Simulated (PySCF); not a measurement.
PySCF input file for 1,3-thiazol-4-ylsilane (C3H5NSSi), SMILES [SiH3]c1cscn1, TDA-PBE/def2-SVPD. The structure is a stationary point at TPSSh-D3(BJ)/def2-SVP.

```python
import numpy as np
from pyscf import gto, scf, dft, tdscf

mol = gto.M(
    atom='''
    Si    0.08426874   -2.39444684   -0.00000000
    C    -0.01745784   -0.51698416    0.00000001
    C     1.04727948    0.36007764   -0.00000000
    S     0.49086733    1.99332399   -0.00000000
    C    -1.14728113    1.39241649   -0.00000000
    N    -1.25942033    0.09760358   -0.00000000
    H     1.52128194   -2.78369136   -0.00000000
    H    -0.57740856   -2.95027186   -1.21006942
    H    -0.57740856   -2.95027186    1.21006941
    H     2.11202145    0.13184288    0.00000000
    H    -1.99142675    2.08517913    0.00000000
    ''',
    basis='def2-SVPD',
    charge=0,
    spin=0,
    symmetry=True,
    max_memory=1600,
    verbose=4,
)
mf = dft.RKS(mol, xc='pbe').density_fit(auxbasis='def2-universal-jkfit')
mf.grids.level = 3
mf.conv_tol = 1e-9
mf.max_cycle = 100
mf.kernel()
mf.grids = dft.Grids(mol).set(level=1).build(with_non0tab=True)  # coarser grid for the response kernel
td = tdscf.TDA(mf)
td.singlet = True
td.nstates = 10
td.conv_tol = 1e-4
td.positive_eig_threshold = 1e-6
td.kernel(x0=td.get_init_guess(mf, 15))
td.analyze()
tt = tdscf.TDA(mf)
tt.singlet = False
tt.nstates = 4
tt.conv_tol = 1e-4
tt.positive_eig_threshold = 1e-6
tt.kernel(x0=tt.get_init_guess(mf, 9))
tt.analyze(verbose=3)
```

Log of the run:

```
PySCF version 2.14.0

[INPUT] verbose = 4
[INPUT] num. atoms = 11
[INPUT] num. electrons = 60
[INPUT] charge = 0
[INPUT] spin (= nelec alpha-beta = 2S) = 0
[INPUT] symmetry True subgroup None
[INPUT] Mole.unit = angstrom
[INPUT] Symbol           X                Y                Z      unit          X                Y                Z       unit  Magmom
[INPUT]  1 Si     0.084268740000  -2.394446840000   0.000000000000 AA    0.159244839462  -4.524848747430   0.000000000000 Bohr   0.0
[INPUT]  2 C     -0.017457840000  -0.516984160000   0.000000010000 AA   -0.032990536326  -0.976958473138   0.000000018897 Bohr   0.0
[INPUT]  3 C      1.047279480000   0.360077640000   0.000000000000 AA    1.979071393077   0.680448123180   0.000000000000 Bohr   0.0
[INPUT]  4 S      0.490867330000   1.993323990000   0.000000000000 AA    0.927604817196   3.766836418625   0.000000000000 Bohr   0.0
[INPUT]  5 C     -1.147281130000   1.392416490000   0.000000000000 AA   -2.168047123582   2.631285817428   0.000000000000 Bohr   0.0
[INPUT]  6 N     -1.259420330000   0.097603580000   0.000000000000 AA   -2.379959499409   0.184444034977   0.000000000000 Bohr   0.0
[INPUT]  7 H      1.521281940000  -2.783691360000   0.000000000000 AA    2.874806224847  -5.260414285718   0.000000000000 Bohr   0.0
[INPUT]  8 H     -0.577408560000  -2.950271860000  -1.210069420000 AA   -1.091144040379  -5.575205808411  -2.286699795511 Bohr   0.0
[INPUT]  9 H     -0.577408560000  -2.950271860000   1.210069410000 AA   -1.091144040379  -5.575205808411   2.286699776614 Bohr   0.0
[INPUT] 10 H      2.112021450000   0.131842880000   0.000000000000 AA    3.991142109707   0.249146934674   0.000000000000 Bohr   0.0
[INPUT] 11 H     -1.991426750000   2.085179130000   0.000000000000 AA   -3.763251154633   3.940417476359   0.000000000000 Bohr   0.0

nuclear repulsion = 325.762697830387
point group symmetry = Cs
symmetry origin: [-2.83458917e-09 -3.46449778e-09  1.57477177e-09]
symmetry axis x: [1.00000000e+00 8.08901321e-10 1.24329961e-10]
symmetry axis y: [ 8.08901321e-10 -1.00000000e+00  8.21787261e-12]
symmetry axis z: [-1.24329961e-10  8.21788290e-12  1.00000000e+00]
num. orbitals of irrep A' = 118
num. orbitals of irrep A" = 53
number of shells = 73
number of NR pGTOs = 257
number of NR cGTOs = 171
basis = def2-SVPD
ecp = {}


[settings echo left out]
init E= -859.491146139622
HOMO (A") = -0.278410680864638  LUMO (A") = -0.110397410015881  gap/eV = 4.57187
cycle= 1 E= -858.844875894769  delta_E= 0.646  |g|= 0.39  |ddm|= 5.41
HOMO (A') = -0.151390113603579  LUMO (A") = -0.0354768070681315  gap/eV = 3.15416
cycle= 2 E= -858.561003687564  delta_E= 0.284  |g|= 1.08  |ddm|= 3.04
HOMO (A") = -0.225103369116667  LUMO (A") = -0.0624417295726301  gap/eV = 4.42625
cycle= 3 E= -858.881812467607  delta_E= -0.321  |g|= 0.166  |ddm|= 2.35
HOMO (A') = -0.240809336664308  LUMO (A") = -0.0775779058038029  gap/eV = 4.44175
cycle= 4 E= -858.887199194841  delta_E= -0.00539  |g|= 0.0844  |ddm|= 0.352
HOMO (A") = -0.237455793341205  LUMO (A") = -0.0751302926077475  gap/eV = 4.41710
cycle= 5 E= -858.888785823575  delta_E= -0.00159  |g|= 0.0315  |ddm|= 0.186
HOMO (A") = -0.236806491514219  LUMO (A") = -0.073943596851815  gap/eV = 4.43173
cycle= 6 E= -858.889013033503  delta_E= -0.000227  |g|= 0.0155  |ddm|= 0.063
HOMO (A") = -0.237088124178236  LUMO (A") = -0.0742378977956664  gap/eV = 4.43138
cycle= 7 E= -858.889082079386  delta_E= -6.9e-05  |g|= 0.00323  |ddm|= 0.026
HOMO (A") = -0.23721914650382  LUMO (A") = -0.0744065657216133  gap/eV = 4.43036
cycle= 8 E= -858.889085269095  delta_E= -3.19e-06  |g|= 0.000476  |ddm|= 0.00664
HOMO (A") = -0.237205571476423  LUMO (A") = -0.07438182305662  gap/eV = 4.43066
cycle= 9 E= -858.88908533568  delta_E= -6.66e-08  |g|= 0.000143  |ddm|= 0.0012
HOMO (A") = -0.2372021973222  LUMO (A") = -0.0743835486590188  gap/eV = 4.43052
cycle= 10 E= -858.889085339219  delta_E= -3.54e-09  |g|= 8e-05  |ddm|= 0.00033
HOMO (A") = -0.2372043839155  LUMO (A") = -0.0743826376275543  gap/eV = 4.43061
cycle= 11 E= -858.889085340641  delta_E= -1.42e-09  |g|= 2.34e-05  |ddm|= 0.000147
HOMO (A") = -0.237203136968125  LUMO (A") = -0.0743821467678316  gap/eV = 4.43058
cycle= 12 E= -858.889085340832  delta_E= -1.91e-10  |g|= 2.1e-06  |ddm|= 5.2e-05
HOMO (A") = -0.237203714952534  LUMO (A") = -0.0743826517314008  gap/eV = 4.43059
Extra cycle  E= -858.889085340836  delta_E= -3.41e-12  |g|= 3.1e-06  |ddm|= 1.09e-05
converged SCF energy = -858.889085340836
tot grids = 45752
Overwritten attributes  positive_eig_threshold  of <class 'pyscf.tdscf.rks.TDA'>


******** <class 'pyscf.tdscf.rks.TDA'> for <class 'pyscf.df.df_jk.DFSymAdaptedRKS'> ********
nstates = 10 singlet
deg_eia_thresh = 1.000e-03
wfnsym = None
conv_tol = 0.0001
eigh lindep = 1e-12
eigh level_shift = 0
eigh max_cycle = 100


Excitation energies (eV)
[4.72110958 5.45382267 5.71855469 5.95040171 6.05298809 6.17081428
 6.32838867 6.3487896  6.41923402 6.4992549 ]

** Singlet excitation energies and oscillator strengths **
Excited State   1:   A"      4.72111 eV    262.62 nm  f=0.0000
      29 -> 31       -0.70120
Excited State   2:   A'      5.45382 eV    227.33 nm  f=0.0303
      25 -> 31       -0.13327
      28 -> 31        0.23315
      28 -> 32        0.11703
      29 -> 33       -0.25924
      30 -> 31       -0.54678
      30 -> 32        0.17711
Excited State   3:   A"      5.71855 eV    216.81 nm  f=0.0003
      30 -> 33        0.70569
Excited State   4:   A'      5.95040 eV    208.36 nm  f=0.0432
      25 -> 31        0.11852
      28 -> 31        0.15276
      28 -> 32       -0.15281
      29 -> 33       -0.59143
      30 -> 31        0.20105
      30 -> 32       -0.18029
Excited State   5:   A"      6.05299 eV    204.83 nm  f=0.0041
      29 -> 32        0.68676
Excited State   6:   A'      6.17081 eV    200.92 nm  f=0.0256
      28 -> 31        0.41900
      30 -> 31        0.26699
      30 -> 32        0.44843
Excited State   7:   A"      6.32839 eV    195.92 nm  f=0.0005
      27 -> 31        0.15882
      30 -> 34        0.68645
Excited State   8:   A"      6.34879 eV    195.29 nm  f=0.0001
      26 -> 31        0.41144
      27 -> 31       -0.54343
      30 -> 34        0.15876
Excited State   9:   A"      6.41923 eV    193.14 nm  f=0.0002
      26 -> 31        0.57105
      27 -> 31        0.39953
Excited State  10:   A'      6.49925 eV    190.77 nm  f=0.0165
      29 -> 34        0.69621

** Transition electric dipole moments (AU) **
state          X           Y           Z        Dip. S.      Osc.
  1        -0.0000     -0.0000      0.0035      0.0000      0.0000
  2         0.4323      0.2005      0.0000      0.2271      0.0303
  3        -0.0000      0.0000     -0.0428      0.0018      0.0003
  4        -0.5440     -0.0227      0.0000      0.2964      0.0432
  5         0.0000      0.0000     -0.1671      0.0279      0.0041
  6        -0.2384     -0.3358      0.0000      0.1695      0.0256
  7        -0.0000      0.0000      0.0587      0.0034      0.0005
  8        -0.0000     -0.0000      0.0246      0.0006      0.0001
  9         0.0000      0.0000     -0.0325      0.0011      0.0002
 10         0.2388      0.2158      0.0000      0.1036      0.0165

** Transition velocity dipole moments (imaginary part, AU) **
state          X           Y           Z        Dip. S.      Osc.
  1         0.0000      0.0000     -0.0001      0.0000      0.0000
  2        -0.0605      0.0101     -0.0000      0.0038      0.0125
  3         0.0000     -0.0000     -0.0489      0.0024      0.0076
  4        -0.0018     -0.0083      0.0000      0.0001      0.0002
  5         0.0000      0.0000      0.0373      0.0014      0.0042
  6         0.0350     -0.0894      0.0000      0.0092      0.0271
  7         0.0000     -0.0000      0.0095      0.0001      0.0003
  8        -0.0000     -0.0000     -0.0069      0.0000      0.0001
  9        -0.0000      0.0000     -0.0089      0.0001      0.0002
 10         0.0426      0.0450     -0.0000      0.0038      0.0107

** Transition magnetic dipole moments (imaginary part, AU) **
state          X           Y           Z
  1        -0.1097      0.4484      0.0000
  2         0.0000     -0.0000     -0.2622
  3        -0.0137     -0.1645      0.0000
  4        -0.0000      0.0000     -0.4345
  5        -0.2966      0.8857      0.0000
  6        -0.0000      0.0000      0.6828
  7         0.0149     -0.2152     -0.0000
  8         0.3140     -0.2929     -0.0000
  9        -0.4133      0.3242      0.0000
 10         0.0000      0.0000      0.2898


******** <class 'pyscf.tdscf.rks.TDA'> for <class 'pyscf.df.df_jk.DFSymAdaptedRKS'> ********
nstates = 4 triplet
deg_eia_thresh = 1.000e-03
wfnsym = None
conv_tol = 0.0001
eigh lindep = 1e-12
eigh level_shift = 0
eigh max_cycle = 100


Excitation energies (eV)
[3.81060468 4.3873174  4.83193577 5.10201275]

** Triplet excitation energies and oscillator strengths **
Excited State   1:   A'      3.81060 eV    325.37 nm  f=0.0000
Excited State   2:   A"      4.38732 eV    282.60 nm  f=0.0000
Excited State   3:   A'      4.83194 eV    256.59 nm  f=0.0000
Excited State   4:   A'      5.10201 eV    243.01 nm  f=0.0000
```

The calculation finished and met its thresholds.
